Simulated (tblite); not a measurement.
C3H11BOSi2.
Atom-mapped SMILES: `[BH2:1][Si@@H:2]([CH2:3][CH:4]=[CH2:5])[O:6][SiH3:7]` (hydrogens: H8, H9 on B1; H10 on Si2; H11, H12 on C3; H13 on C4; H14, H15 on C5; H16, H17, H18 on Si7)

Computed with GFN2-xTB (tblite), gas phase: L-BFGS steps from a force-field or distance-geometry start until the largest atomic force falls under 0.01 eV/Å.

Step 21: E = -566.8078 eV
```
atom  x, y, z in Å  |  force x, y, z in eV/Å
B1      1.1354   -1.6543   -1.8646   -0.027   0.131   0.116
Si2     0.9184   -0.0129   -0.8243    0.173   0.297   0.116
C3     -0.8212    0.8210   -0.8883    0.068   0.003  -0.021
C4     -1.9020   -0.1486   -0.5583    0.012   0.086  -0.066
C5     -2.2677   -0.4875    0.6665    0.000  -0.006  -0.012
O6      1.2291   -0.1185    0.7909    0.076   0.093  -0.018
Si7     1.5416    0.7970    2.0999   -0.002  -0.177   0.050
H8      0.3167   -1.9203   -2.6531    0.023  -0.090  -0.040
H9      2.1056   -2.3026   -1.8467   -0.029  -0.041   0.041
H10     1.8427    1.0758   -1.2856   -0.143  -0.155  -0.029
H11    -0.9736    1.2420   -1.8848   -0.088   0.011   0.151
H12    -0.8105    1.6343   -0.1580   -0.060  -0.037  -0.124
H13    -2.3917   -0.6102   -1.4077    0.035  -0.046   0.003
H14    -3.0416   -1.2160    0.8402   -0.006   0.007   0.045
H15    -1.8042   -0.0548    1.5386   -0.015   0.010  -0.030
H16     2.8340    1.4478    1.9243    0.129  -0.037  -0.040
H17     0.5613    1.8628    2.3032   -0.137  -0.043  -0.067
H18     1.5189   -0.1690    3.1961   -0.007  -0.006  -0.076
```

Step 22: E = -566.8186 eV
```
atom  x, y, z in Å  |  force x, y, z in eV/Å
B1      1.1313   -1.6511   -1.8588   -0.009   0.130   0.135
Si2     0.9262    0.0046   -0.8368    0.127   0.250   0.076
C3     -0.8236    0.8238   -0.8939    0.055  -0.056   0.033
C4     -1.9025   -0.1498   -0.5614    0.021   0.022  -0.054
C5     -2.2692   -0.4871    0.6642   -0.016   0.023   0.010
O6      1.2526   -0.0985    0.7768    0.050   0.134  -0.079
Si7     1.5460    0.7957    2.1058   -0.022  -0.254   0.012
H8      0.3171   -1.9311   -2.6488    0.051  -0.073  -0.013
H9      2.1005   -2.2999   -1.8124   -0.042  -0.060   0.011
H10     1.8483    1.0830   -1.3359   -0.184  -0.168   0.042
H11    -0.9855    1.2499   -1.8872   -0.070   0.014   0.186
H12    -0.8133    1.6253   -0.1516   -0.067   0.018  -0.151
H13    -2.3897   -0.6231   -1.4067    0.058  -0.008   0.001
H14    -3.0451   -1.2125    0.8478    0.022   0.011  -0.011
H15    -1.8132   -0.0482    1.5370    0.012   0.027  -0.032
H16     2.8381    1.4453    1.9509    0.178  -0.003  -0.038
H17     0.5617    1.8530    2.3181   -0.160  -0.010  -0.066
H18     1.5114   -0.1931    3.1813   -0.004   0.002  -0.063
```

Task: Estimate the geometry and energy of step 23. (The exact step hangs on the optimiser's Hessian estimate; all steps are aligned on step 22, rigid shifts and turns removed.)

Result: E = -566.8294 eV, largest force 0.231 eV/Å
```
atom  x, y, z in Å  |  force x, y, z in eV/Å
B1      1.1268   -1.6484   -1.8498    0.014   0.108   0.115
Si2     0.9361    0.0262   -0.8509    0.023   0.113   0.017
C3     -0.8252    0.8253   -0.8990    0.019  -0.092   0.078
C4     -1.9030   -0.1503   -0.5647    0.035  -0.071  -0.019
C5     -2.2714   -0.4857    0.6616   -0.026   0.049   0.028
O6      1.2799   -0.0687    0.7590    0.027   0.136  -0.105
Si7     1.5509    0.7920    2.1143   -0.018  -0.226  -0.042
H8      0.3198   -1.9451   -2.6451    0.091  -0.034   0.048
H9      2.0943   -2.3001   -1.7774   -0.073  -0.057  -0.004
H10     1.8491    1.0881   -1.3889   -0.166  -0.112   0.080
H11    -1.0001    1.2594   -1.8858   -0.044   0.016   0.166
H12    -0.8172    1.6163   -0.1480   -0.063   0.091  -0.129
H13    -2.3853   -0.6367   -1.4059    0.069   0.026  -0.011
H14    -3.0481   -1.2086    0.8559    0.042   0.014  -0.073
H15    -1.8230   -0.0408    1.5350    0.042   0.050  -0.028
H16     2.8449    1.4429    1.9801    0.174   0.003  -0.017
H17     0.5601    1.8425    2.3340   -0.146  -0.014  -0.062
H18     1.5023   -0.2222    3.1640    0.000  -0.002  -0.042
```

The energy changes by -0.0109 eV. The first-order estimate −F·Δx gives -0.0151 eV and the mean of the old and new forces, exact on a quadratic surface, -0.0109 eV. The step makes an angle of 77° with the force vector and moves no atom by more than 0.053 Å.

What follows is the cost of the whole relaxation. Hardware: an Arm Neoverse V1 with one thread (shared host). Cost: 1.4 s of wall time.
